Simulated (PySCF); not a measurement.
The same groups moved round the core (propene methyl+boryl). Isolated molecules, 0 K electronic values unless said otherwise. One relaxed conformer stands for each flexible species; it need not be the lowest. Strings in code marks are SMILES. All members: neutral, multiplicity 1. Level: B3LYP-D3(BJ)/def2-TZVP // M06-2X/def2-TZVP (PySCF), beside PBE-D3(BJ)/def2-TZVP // M06-2X/def2-TZVP (PySCF) at the same geometries. B3LYP has the VWN-RPA correlation part, as in Gaussian.  Orbital energies are measured against the vacuum level.

```tsv
species	LUMO, PBE (eV)	LUMO, B3LYP-D3(BJ) (eV)
`B/C(C)=C\C` (H–B–C–C torsion 179°)	-2.78	-2.03
`B/C=C/CC` (H–B–C–C torsion 0°, C–C–C–C torsion 121°)	-2.74	withheld
`BC=C(C)C` (H–B–C–C torsion 0°)	-2.69	-1.94
`B/C(C)=C/C` (H–B–C–C torsion 180°)	-2.67	-1.91
`BCC(=C)C` (H–B–C–C torsion 15°, B–C–C–C torsion 110°)	-2.40	-1.60
`BC/C=C\C` (H–B–C–C torsion 141°, B–C–C–C torsion -37°)	-2.11	-1.29
```

Fit y = a + b·x, y being the LUMO at the first level, to the 5 complete rows by least squares, with x = the PBE value in eV. Give a, b and the rms residual, and predict the withheld value.

Means of the 5 rows: x̄ = -2.53, ȳ = -1.754 eV. Σ(x − x̄)² = 0.301 and Σ(x − x̄)(y − ȳ) = 0.3355, so b = 1.115 and a = ȳ − b·x̄ = 1.067 eV. The rms residual is 0.006 eV. At x = -2.74 the line gives -1.99 eV. The run for `B/C=C/CC` (H–B–C–C torsion 0°, C–C–C–C torsion 121°) gave -1.97 eV, so the line is off by 0.02 eV, more than twice the rms residual.

Codes: PySCF.
